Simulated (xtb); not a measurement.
C₂F₃ (SMILES F[C]=C(F)F), doublet, at a GFN2-xTB geometry; GFN0-xTB with ALPB(acetone) run with xtb.

xtb was given this input:
```
$ xtb mol.xyz --gfn 0 --uhf 1 --alpb acetone --json

# file mol.xyz
5

F      1.31800223     0.00739748     1.48618006
C      0.37902913    -0.50068481     0.73883781
C     -0.29049288    -0.06439612    -0.28868255
F     -0.15535228     1.13519605    -0.87886147
F     -1.22167412    -0.76587291    -0.90742210
```

### Question
What does xtb print? Leave out banner, timings and long lists.

### Answer

```
   ID    Z sym.   atoms
    1    9 F      1, 4, 5
    2    6 C      2, 3

           -------------------------------------------------
          |                Calculation Setup                |
           -------------------------------------------------

           -------------------------------------------------
          |                 G F N 0 - x T B                 |
           -------------------------------------------------

      * Solvation model:               ALPB
        Solvent                        acetone
        Parameter file                 internal GFN-FF/ALPB
        Dielectric constant                2.0700E+01
        Reference state                gsolv [1 M gas/solution]
        Free energy shift                  6.0874E-03 Eh       3.8199E+00 kcal/mol
        Temperature                        2.9815E+02 K
        Density                            7.9000E-01 kg/L
        Solvent mass                       5.8080E+01 g/mol
        Interaction kernel             P16
        Born radius scaling (c1)           2.0623E+00
        Born radii integrator          GBOBC
        Born offset                        0.0000E+00 a0       0.0000E+00 AA
        H-bond correction              true
        Ion screening                  false
        Surface tension                    1.0000E-05 Eh       1.5569E+01 dyn/cm
        Grid points                               230 per atom

          ...................................................
          :                      SETUP                      :
          :.................................................:
          :  # basis functions                  20          :
          :  # atomic orbitals                  20          :
          :  # shells                           10          :
          :  # electrons                        29          :
          :  electronic temp.          300.0000000     K    :
          :  accuracy                    1.0000000          :
          :  -> integral cutoff          0.2500000E+02      :
          :  -> integral neglect         0.1000000E-07      :
          ...................................................

         :::::::::::::::::::::::::::::::::::::::::::::::::::::
         ::                     SUMMARY                     ::
         :::::::::::::::::::::::::::::::::::::::::::::::::::::
         :: total energy             -15.683249447480 Eh    ::
         :: total w/o Gsasa/hb       -15.683407417382 Eh    ::
         :: gradient norm              0.022933474516 Eh/a0 ::
         :: HOMO-LUMO gap              4.398637658429 eV    ::
         ::.................................................::
         :: H0 energy                -15.697874864980 Eh    ::
         :: repulsion energy           0.109129295752 Eh    ::
         :: electrostat energy        -0.055185481175 Eh    ::
         :: -> Gsolv                   0.000000000000 Eh    ::
         ::    -> Gsasa               -0.005929452753 Eh    ::
         ::    -> Gshift               0.006087422655 Eh    ::
         :: dispersion energy         -0.000833377876 Eh    ::
         :: short-range corr.         -0.038485019200 Eh    ::
         :: add. restraining           0.000000000000 Eh    ::
         :: total charge               0.000000000000 e     ::
         :::::::::::::::::::::::::::::::::::::::::::::::::::::

           -------------------------------------------------
          |                Property Printout                |
           -------------------------------------------------

    * Orbital Energies and Occupations

         #    Occupation            Energy/Eh            Energy/eV
      -------------------------------------------------------------
         1        2.0000           -0.8279966             -22.5309
       ...           ...                  ...                  ...
         3        2.0000           -0.8104589             -22.0537
         4        2.0000           -0.6155909             -16.7511
         5        2.0000           -0.5055894             -13.7578
         6        2.0000           -0.4958500             -13.4928
         7        2.0000           -0.4842036             -13.1759
         8        2.0000           -0.4833710             -13.1532
         9        2.0000           -0.4576031             -12.4520
        10        2.0000           -0.4570196             -12.4361
        11        2.0000           -0.4407530             -11.9935
        12        2.0000           -0.4395200             -11.9599
        13        2.0000           -0.4360334             -11.8651
        14        2.0000           -0.3871041             -10.5336
        15        1.0000           -0.3679396             -10.0121 (HOMO)
        16                         -0.2062927              -5.6135 (LUMO)
        17                         -0.0345805              -0.9410
        18                          0.0372380               1.0133
        19                          0.2483011               6.7566
        20                          0.6317383              17.1905
      -------------------------------------------------------------
                  HL-Gap            0.1616470 Eh            4.3986 eV
             Fermi-level            0.0000000 Eh            0.0000 eV

     #   Z          covCN         q      C6AA      α(0)
     1   9 F        0.785    -0.173    11.010     3.822
     2   6 C        1.770     0.099    29.276     8.737
     3   6 C        2.550     0.505    19.808     7.251
     4   9 F        0.787    -0.212    11.414     3.892
     5   9 F        0.789    -0.218    11.476     3.902

 Mol. C6AA /au·bohr⁶  :        388.853006
 Mol. C8AA /au·bohr⁸  :       8777.426703
 Mol. α(0) /au        :         27.604683

Wiberg/Mayer (AO) data.
largest (>0.10) Wiberg bond orders for each atom

 ---------------------------------------------------------------------------
     #   Z sym  total        # sym  WBO       # sym  WBO       # sym  WBO
 ---------------------------------------------------------------------------
     1   9 F    1.461 --     2 C    1.295     3 C    0.101
     2   6 C    3.331 --     3 C    1.814     1 F    1.295     4 F    0.134
     3   6 C    3.781 --     2 C    1.814     5 F    0.962     4 F    0.904
                             1 F    0.101
     4   9 F    1.121 --     3 C    0.904     2 C    0.134
     5   9 F    1.109 --     3 C    0.962
 ---------------------------------------------------------------------------

Topologies differ in total number of bonds
Writing topology from bond orders to xtbtopo.mol

 dipole moment from electron density (au)
     X       Y       Z
   0.3449   0.0331   0.3697  total (Debye):    1.288

           -------------------------------------------------
          | TOTAL ENERGY              -15.683249447480 Eh   |
          | GRADIENT NORM               0.022933474516 Eh/α |
          | HOMO-LUMO GAP               4.398637658429 eV   |
           -------------------------------------------------

normal termination of xtb
```
